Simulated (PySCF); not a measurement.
## Nuclear quadrupole coupling in `CN(C)c1coc(=O)s1`

Species: C5H7NO2S.
Geometry (GFN2-xTB, Å), atoms numbered from 1 in this order:
```xyz
16
C5H7NO2S angstrom
C     -1.4649    0.9326    0.8178
N     -0.7701    0.3033   -0.2820
C     -1.5759   -0.5330   -1.1416
C      0.5371   -0.0289   -0.0762
C      1.3418    0.3001    0.9552
O      2.6584   -0.0817    0.8318
C      2.9531   -0.7357   -0.2732
O      4.0229   -1.1614   -0.5824
S      1.4721   -0.9083   -1.2875
H     -0.9104    1.8130    1.1394
H     -2.4472    1.2470    0.4715
H     -1.5886    0.2602    1.6748
H     -2.4307    0.0448   -1.4914
H     -0.9860   -0.8397   -2.0031
H     -1.9400   -1.4292   -0.6254
H      1.1207    0.8259    1.8609
```

Field gradients from the PBE0/pcSseg-1 density (PySCF, non-relativistic), principal values in atomic units, ordered |Vxx| ≤ |Vyy| ≤ |Vzz|:

| atom | Vxx | Vyy | Vzz |
| --- | --- | --- | --- |
| N2 | 0.5928 | 0.6793 | -1.2721 |
| O6 | -0.5597 | -1.0865 | 1.6461 |
| O8 | 0.5890 | 0.7417 | -1.3307 |
| S9 | 0.1667 | 2.0902 | -2.2569 |

Task: Find the asymmetry η = (Vxx − Vyy)/Vzz and the couplings χ = eQV/h (234.96 MHz × Q in barn × V in au), with Q(14N) = 0.02044 b, Q(17O) = −0.0256 b, Q(33S) = −0.0678 b.

Result: 
| atom | environment | nucleus | η | χzz (MHz) | χxx (MHz) | χyy (MHz) |
| --- | --- | --- | --- | --- | --- | --- |
| N2 | nitrogen bonded to 3 C | 14N | 0.07 | -6.11 | 2.85 | 3.26 |
| O6 | ring oxygen | 17O | 0.32 | -9.90 | 3.37 | 6.54 |
| O8 | carbonyl oxygen | 17O | 0.11 | 8.00 | -3.54 | -4.46 |
| S9 | ring sulfur | 33S | 0.85 | 35.95 | -2.66 | -33.30 |

Task: What is Vzz at O6 in SI units (1 au = 9.71736 × 10²¹ V/m²)?

Result: 1.6461 au = 15.996 × 10²¹ V/m².

Task: What couplings would deuterons (Q(2H) = 0.00286 b) have in place of the hydrogens, at this geometry?

Result: 
| atom | bonded to | bond length (Å) | Vzz (au) | η | χzz (kHz) |
| --- | --- | --- | --- | --- | --- |
| H10 | C1 | 1.089 | 0.3044 | 0.05 | 205 |
| H11 | C1 | 1.088 | 0.3070 | 0.07 | 206 |
| H12 | C1 | 1.096 | 0.2920 | 0.05 | 196 |
| H13 | C3 | 1.089 | 0.3044 | 0.07 | 205 |
| H14 | C3 | 1.088 | 0.3035 | 0.10 | 204 |
| H15 | C3 | 1.096 | 0.2914 | 0.06 | 196 |
| H16 | C5 | 1.070 | 0.3459 | 0.16 | 232 |

Isolated species at its GFN2-xTB geometry, gas phase. GFN2-xTB bond lengths can be off by several hundredths of an ångström, more for odd bonds, and the gradients follow them. The small basis limits the accuracy of the gradients.

These values come from a run that also computed NMR shieldings. Time: 2.0 min (grids of density and orbitals included); peak memory 0.85 GiB. Hardware: Intel Xeon at 2.50 GHz, one thread, shared host.
